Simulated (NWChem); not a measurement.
Correlation energy of BrGe

```xyz
2

Ge     0.0000     0.0000     1.2298
Br     0.0000     0.0000    -1.1244
```
Charge 0, spin multiplicity 2.

All runs are NWChem calculations. The geometry was optimised at UB3LYP/def2-SVP, a minimum by its harmonic frequencies.

Basis set: 6-311G**. Each correlation energy counts from its own Hartree-Fock reference.

The Hamiltonian is non-relativistic. The correlated methods keep 18 core orbitals frozen. The Pople sets run with spherical d functions. This spin state was chosen for the runs; another may lie lower. The structure started from a generated list of species. The unpaired electrons of the parent sit in orbitals of symmetry b2 (C2v labels of the run); other states weren't searched. No SCF solution was tested for a lower state. Open-shell Hartree-Fock references start from PBE0 orbitals. Coupled-cluster values serve here as a point of comparison, not as the truth.

Q: Order these methods by the correlation energy they give, lowest first: SCS-UMP2, CCSD on ROHF, CCSD[T] on UHF, CCSD(T) on ROHF, CCSD on UHF, UMP2.

A: CCSD(T) on ROHF (-495.5 mHa), CCSD[T] on UHF (-492.8 mHa), CCSD on ROHF (-482.7 mHa), UMP2 (-480.5 mHa), CCSD on UHF (-479.0 mHa), SCS-UMP2 (-438.5 mHa)
